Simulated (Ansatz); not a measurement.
This geometry of Cl2GeH2 (5 atoms, charge 0, multiplicity 1) is a first-order saddle point.

These are results of RKS PBE0/def2-SVP (Ansatz 0.2.0), not measurements.

```xyz
5
Properties=species:S:1:pos:R:3
Ge 0.237 -0.039 -0.460
Cl 1.189 -0.012 1.894
H 1.686 0.066 0.336
Cl -1.013 1.723 -0.579
H -0.784 -1.191 -0.261
```

**Question.** Which two structures does it join? (They come from a converged band through this point; their orientation in space is the band's.)

**Answer.** Bonds broken: Ge1–Cl2, Ge1–H3. Bonds formed: Cl2–H3. Cl2GeH2 becomes ClGeH + ClH.

First end point:

```xyz
5
Properties=species:S:1:pos:R:3
Ge 0.318 -0.018 0.074
Cl 0.671 0.036 2.195
H 1.672 0.043 -0.637
Cl -0.806 1.734 -0.465
H -0.539 -1.249 -0.236
```

Last end point:

```xyz
5
Properties=species:S:1:pos:R:3
Ge -0.242 -0.325 -0.875
Cl 1.444 -0.168 1.400
H 2.441 0.406 0.815
Cl -1.139 1.681 -0.604
H -1.189 -1.048 0.194
```

**Question.** How far does it lie above each of them?

**Answer.** 2.28 eV above the first and 0.58 eV above the second. This is the barrier of this one path; another mechanism may lie lower. The orbitals stay closed-shell, which can raise the energy where a bond breaks towards radicals; this wasn't checked here.

Run time: 78 s on 2 threads of Arm Neoverse V2 (shared host), peak memory 0.16 GiB.
